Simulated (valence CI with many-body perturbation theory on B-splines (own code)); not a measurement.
**E1 line list for Zr XXXV**

Method: relativistic CI+MBPT: four valence electrons over a frozen Dirac-Fock core [He], radial functions for each j: 11 s, 11 p, 10 d, 8 f, 5 g, 2 h, with the one-electron correlation potential Σ1 (screened to all orders), the two-electron term Σ2, the three-electron term Σ3, Breit, model QED; selected single and double excitations, second order for the rest, scaled by the run's own slope (own B-spline code, finite nucleus).

The last digits are not significant, and no measured levels were compared; by estimate large intervals hold to a few tenths of a per cent, small ones and those within an open d or f shell to about a per cent. Among the levels kept, up to 970 cm⁻¹ of a level comes from second order outside the variational space, and about a tenth of that is noise between levels of different J, which matters for small intervals.

Lines 101 to 150 of 534 in falling wavelength, among levels below 3099.2 eV, chosen from the strongest by gf and those to the six lowest levels. Wavelengths and rates use the calculated energies. Electric multipoles are in the length gauge, E1 and E2 with the static RPA response of the core. Weak lines are less certain than strong ones. Lines between different terms over intervals too small for the method are left out, as are lines whose strength nearly cancels. The highest levels of a list are the least certain.

Levels are named by their leading jj configuration (3d3/2^4 stands for four electrons in 3d with j = 3/2), which in mixed levels can hold well under half, so a name can repeat and another be missing. Letters in brackets count levels of one name in rising energy.

| λ vac (Å) | Upper | Lower | A (s⁻¹) | log gf | Branch % |
| --- | --- | --- | --- | --- | --- |
| 177.6 | (2s 2p3/2^2 3p3/2) J=2 [b] | (2s 2p3/2^2 3s) J=1 [a] | 1.03e+10 | -0.61 | 0.2 |
| 175.9 | (2p1/2 2p3/2^2 3p3/2) J=1 [b] | (2p1/2 2p3/2^2 3s) J=2 [b] | 6.35e+09 | -1.05 | 0.0 |
| 175.6 | (2s 2p1/2^2 3p3/2) J=2 | (2s 2p1/2^2 3s) J=1 | 1.49e+10 | -0.46 | 0.7 |
| 175.3 | (2s^2 2p1/2 3p3/2) J=1 | (2s^2 2p1/2 3s) J=0 | 8.20e+09 | -0.95 | 0.6 |
| 173.5 | (2s^2 2p1/2 3p3/2) J=2 | (2s^2 2p1/2 3s) J=1 | 1.39e+10 | -0.50 | 4.0 |
| 173.1 | (2s 2p3/2^2 3p3/2) J=2 [c] | (2s 2p3/2^2 3s) J=1 [b] | 8.98e+09 | -0.70 | 0.6 |
| 170.2 | (2s 2p3/2^2 3p3/2) J=2 [a] | (2s 2p3/2^2 3s) J=2 [a] | 9.23e+09 | -0.70 | 0.0 |
| 169.6 | (2s^2 2p3/2 3d3/2) J=1 | (2s^2 2p3/2 3p1/2) J=1 | 6.72e+09 | -1.06 | 0.0 |
| 168.4 | (2s 2p1/2 2p3/2 3p3/2) J=1 [d] | (2s 2p1/2 2p3/2 3s) J=0 | 7.61e+09 | -1.01 | 0.1 |
| 164.4 | (2p1/2^2 2p3/2 3p3/2) J=2 | (2p1/2^2 2p3/2 3s) J=2 | 7.06e+09 | -0.84 | 0.0 |
| 162.3 | (2s 2p1/2 2p3/2 3p3/2) J=1 [c] | (2s 2p1/2 2p3/2 3s) J=1 [b] | 1.12e+10 | -0.88 | 0.1 |
| 162.1 | (2s^2 2p3/2 3p3/2) J=2 | (2s^2 2p3/2 3s) J=1 | 6.69e+09 | -0.88 | 0.2 |
| 156.5 | (2p1/2 2p3/2^2 3p3/2) J=2 [b] | (2p1/2 2p3/2^2 3s) J=2 [b] | 1.69e+10 | -0.51 | 0.1 |
| 154.7 | (2s 2p1/2 2p3/2 3p3/2) J=3 [b] | (2s 2p1/2 2p3/2 3s) J=3 | 7.90e+09 | -0.70 | 0.0 |
| 152.4 | (2p1/2 2p3/2^2 3p3/2) J=1 [b] | (2p1/2 2p3/2^2 3s) J=1 [a] | 9.52e+09 | -1.00 | 0.0 |
| 152.3 | (2s^2 2p3/2 3p3/2) J=2 | (2s^2 2p3/2 3s) J=2 | 6.97e+09 | -0.92 | 0.2 |
| 150.4 | (2s 2p3/2^2 3p3/2) J=1 [c] | (2s 2p3/2^2 3s) J=1 [b] | 1.51e+10 | -0.81 | 0.1 |
| 144.6 | (2s 2p3/2^2 3p3/2) J=2 [a] | (2s 2p3/2^2 3s) J=3 | 5.38e+09 | -1.07 | 0.0 |
| 138.9 | (2s^2 2p3/2 3p3/2) J=0 | (2s^2 2p3/2 3s) J=1 | 2.98e+10 | -1.06 | 1.7 |
| 127.9 | (2p1/2 2p3/2^2 3p1/2) J=3 | (2s 2p3/2^2 3p1/2) J=2 [b] | 8.42e+09 | -0.84 | 0.0 |
| 118.4 | (2s 2p1/2^2 2p3/2) J=2 | (2s^2 2p1/2 2p3/2) J=2 | 1.27e+09 | -1.87 | 32.7 |
| 114.4 | (2p1/2 2p3/2^2 3s) J=3 | (2s 2p3/2^2 3s) J=2 [b] | 7.40e+09 | -0.99 | 0.0 |
| 106.5 | (2s 2p1/2^2 2p3/2) J=2 | (2s^2 2p1/2 2p3/2) J=1 | 2.62e+09 | -1.65 | 67.3 |
| 103.1 | (2s 2p1/2 2p3/2^2) J=3 | (2s^2 2p3/2^2) J=2 | 4.68e+09 | -1.28 | 17.1 |
| 87.27 | (2s 2p1/2 2p3/2^2) J=1 [b] | (2s^2 2p3/2^2) J=0 | 4.26e+09 | -1.84 | 1.7 |
| 86.69 | (2p1/2 2p3/2^2 3p3/2) J=3 [a] | (2s 2p3/2^2 3p3/2) J=4 | 1.30e+10 | -0.99 | 0.0 |
| 84.14 | (2p1/2 2p3/2^2 3p1/2) J=3 | (2s 2p3/2^2 3p1/2) J=3 | 1.91e+10 | -0.85 | 0.1 |
| 81.79 | (2s 2p1/2^2 2p3/2) J=1 | (2s^2 2p1/2 2p3/2) J=2 | 6.44e+09 | -1.71 | 5.6 |
| 79.80 | (2p1/2 2p3/2^2 3s) J=2 [b] | (2s 2p3/2^2 3s) J=2 [a] | 2.50e+10 | -0.92 | 0.1 |
| 78.85 | (2p1/2^2 2p3/2 3d5/2) J=3 | (2s 2p1/2 2p3/2 3d5/2) J=4 [b] | 2.21e+10 | -0.84 | 0.0 |
| 78.54 | (2p1/2 2p3/2^2 3p3/2) J=3 [b] | (2s 2p3/2^2 3p3/2) J=3 [a] | 1.47e+10 | -1.02 | 0.1 |
| 78.41 | (2p1/2 2p3/2^2 3p3/2) J=4 | (2s 2p3/2^2 3p3/2) J=4 | 2.04e+10 | -0.77 | 0.1 |
| 77.81 | (2p1/2^2 2p3/2 3s) J=1 | (2s 2p1/2 2p3/2 3s) J=2 [b] | 4.38e+10 | -0.92 | 0.2 |
| 77.66 | (2p1/2^2 2p3/2 3p3/2) J=2 | (2s 2p1/2 2p3/2 3p3/2) J=3 [b] | 2.48e+10 | -0.95 | 0.1 |
| 77.28 | (2p1/2^2 2p3/2 3d3/2) J=3 | (2s 2p1/2 2p3/2 3d3/2) J=4 | 2.61e+10 | -0.79 | 1.8 |
| 77.06 | (2p1/2^2 2p3/2 3p3/2) J=3 | (2s 2p1/2 2p3/2 3p3/2) J=4 | 2.95e+10 | -0.74 | 0.1 |
| 76.73 | (2s 2p1/2 2p3/2^2) J=2 [b] | (2s^2 2p3/2^2) J=2 | 3.74e+09 | -1.78 | 2.0 |
| 76.72 | (2p1/2^2 2p3/2 3p1/2) J=2 | (2s 2p1/2 2p3/2 3p1/2) J=3 | 2.93e+10 | -0.89 | 0.1 |
| 76.67 | (2p1/2^2 2p3/2 3d5/2) J=4 | (2s 2p1/2 2p3/2 3d5/2) J=5 | 3.09e+10 | -0.61 | 11.8 |
| 75.71 | (2p1/2 2p3/2^2 3s) J=3 | (2s 2p3/2^2 3s) J=3 | 2.03e+10 | -0.91 | 0.1 |
| 75.41 | (2p1/2^2 2p3/2 3s) J=2 | (2s 2p1/2 2p3/2 3s) J=3 | 2.95e+10 | -0.90 | 0.5 |
| 74.63 | (2p1/2 2p3/2^3) J=2 | (2s 2p3/2^3) J=2 | 3.81e+10 | -0.80 | 14.5 |
| 73.21 | (2s 2p1/2 2p3/2^2) J=1 [b] | (2s^2 2p3/2^2) J=2 | 3.77e+09 | -2.04 | 1.5 |
| 69.66 | (2p1/2^2 2p3/2^2) J=2 | (2s 2p1/2 2p3/2^2) J=3 | 4.45e+10 | -0.79 | 20.9 |
| 66.24 | (2p1/2 2p3/2^2 3p3/2) J=3 [a] | (2s 2p1/2 2p3/2 3p3/2) J=2 [d] | 2.12e+10 | -1.01 | 0.1 |
| 64.58 | (2s 2p3/2^2 3d5/2) J=5 | (2s^2 2p3/2 3d5/2) J=4 | 1.63e+10 | -0.95 | 82.9 |
| 64.35 | (2s 2p3/2^2 3s) J=3 | (2s^2 2p3/2 3s) J=2 | 2.68e+10 | -0.93 | 0.1 |
| 64.12 | (2p1/2 2p3/2^2 3s) J=2 [a] | (2s 2p1/2 2p3/2 3s) J=1 [c] | 4.66e+10 | -0.84 | 0.5 |
| 63.51 | (2s 2p3/2^2 3p3/2) J=4 | (2s^2 2p3/2 3p3/2) J=3 | 1.79e+10 | -1.01 | 21.4 |
| 63.43 | (2p1/2 2p3/2^2 3p3/2) J=3 [a] | (2s 2p1/2 2p3/2 3p3/2) J=2 [c] | 2.24e+10 | -1.02 | 0.1 |

(1) How does gf follow from A for the line at 156.5 Å?

Answers

(1) gf = 1.4992 × (2J+1)_upper × A / σ², with σ = 638990 cm⁻¹ and 2J+1 = 5: gf = 0.309.
